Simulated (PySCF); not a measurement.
C₄H₁₄OSi₂.
Z-matrix (Å and degrees, PBE0-D3(BJ)/def2-SVP geometry), rows numbered from 1:
```
C 
Si  1  1.8730
C   2  1.8753  1  110.73
O   2  1.6634  1  109.86  3   121.50
Si  4  1.6634  2  144.05  1   -75.28
C   5  1.8713  4  109.32  2   -91.57
C   5  1.8759  4  110.03  2    30.27
H   1  1.1018  2  110.98  3    63.03
H   1  1.1017  2  110.85  3   -56.90
H   1  1.1009  2  110.86  3  -176.94
H   2  1.4946  1  109.80  3  -121.20
H   3  1.1017  2  111.07  1   -62.51
H   3  1.1020  2  111.02  1    57.40
H   3  1.1012  2  110.88  1   177.56
H   5  1.4951  4  107.25  2   149.39
H   6  1.1008  5  110.78  4   -56.65
H   6  1.1018  5  110.68  4    63.14
H   6  1.1017  5  111.14  4  -176.80
H   7  1.1020  5  111.01  4   -61.72
H   7  1.1018  5  110.94  4   178.53
H   7  1.1012  5  111.10  4    58.61
```

Computed with PySCF at PBE0/def2-SVPD, non-relativistic, on one gas-phase PBE0-D3(BJ)/def2-SVP geometry that isn't relaxed in the solvent. The solvent is an IEF-PCM continuum (Bondi radii, 1.10 Å for H, scaled by 1.2). Specific hydrogen bonds and non-electrostatic terms are outside this model.

Gas phase at PBE0/def2-SVPD: HOMO -7.96 eV, LUMO 0.47 eV, dipole 1.54 D.

**Question.** What does the continuum do to the energy, the frontier levels and the dipole at PBE0/def2-SVPD in chloroform and water?

**Answer.** 
```tsv
solvent	ε	E(solvent) − E(gas) (kcal/mol)	polarisation term (kcal/mol)	distortion of the solute (kcal/mol)	HOMO (eV)	LUMO (eV)	dipole (D)
chloroform	4.711	-1.80	-1.99	0.19	-7.89	0.64	2.01
water	78.36	-2.67	-3.15	0.48	-7.88	0.69	2.29
```

Polarisation term: ½ Σ q·V over the induced surface charges. Distortion: the rise of the solute's own energy as its density leaves the gas-phase optimum. From chloroform to water the lowering changes by a factor 1.49, Onsager's factor (ε − 1)/(2ε + 1) by 1.38 and ε itself by 16.6.

**Question.** Which radius a makes the point-dipole formula ΔE = −[(ε − 1)/(2ε + 1)]·μ²/a³ give the value in water, with the gas-phase dipole?

**Answer.** μ = 0.607 au and |ΔE| = 0.00426 Eh give a = 1.85 Å; the farthest nucleus lies 3.68 Å from the centroid of the nuclei, so such a sphere wouldn't even hold the nuclei. The formula assumes a rigid point dipole at the centre of a sphere.

**Question.** How does the static polarisability (PBE0/def2-SVPD, frozen core, with the continuum's full static response) change?

**Answer.** 
| medium | isotropic (au) | principal values (au) | ⟨r²⟩ of the electrons (bohr²) |
| --- | --- | --- | --- |
| gas | 103.1 | 95.7, 103.2, 110.3 | 1448.5 |
| chloroform | 126.7 | 121.2, 126.5, 132.3 | 1448.3 |
| water | 139.5 | 136.7, 137.3, 144.5 | 1448.4 |

The isotropic value in water is 1.35 times the gas-phase one; no cavity-field correction is applied. ⟨r²⟩ is taken about the centre of nuclear charge.
